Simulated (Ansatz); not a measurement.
Molecule: C$_{4}$H$_{2}$ISe, charge 0, multiplicity 2. It need not be the lowest isomer of its formula. 
Coordinates optimised at B3LYP-D3(BJ)/def2-TZVP (Ansatz, a program for electronic structure):
```xyz
8

I      2.0526    -0.3893     0.0718
C     -0.0365    -0.1755    -0.0101
C     -0.8982    -1.3295    -0.1041
C     -2.1874    -0.9586    -0.1431
Se    -2.5158     0.8684    -0.0691
C     -0.6357     1.0383     0.0222
H     -0.5326    -2.3446    -0.1372
H     -0.1721     2.0079     0.0897
```
Charge 0, spin multiplicity 2.

Quantity: atomisation energy (electronic, to ground-state atoms), in kcal/mol. Correlated levels leave the core frozen unless marked. UHF or UKS for open shells. Spin-orbit coupling is left out. The frozen core is the preceding noble-gas configuration, with the filled d and f shells of earlier blocks. Past Kr the def2 sets carry scalar-relativistic core potentials. STO-3G rows are all-electron and non-relativistic. The coupled-cluster limit lacks core correlation, which all-electron functionals hold. CBS(X,Y): correlation extrapolated as X^-3; Hartree-Fock from the larger set.

| level | program | atomisation energy (kcal/mol) |
|---|---|---|
| HF/STO-3G | Ansatz | 638.5 |
| PBE/def2-TZVPD | Ansatz | 813.8 |

What does CCSD(T)/CBS(def2-TZVPP,def2-QZVPP) (Ansatz) give?

768.4 kcal/mol, so PBE/def2-TZVPD differs from it by 45.4 kcal/mol.
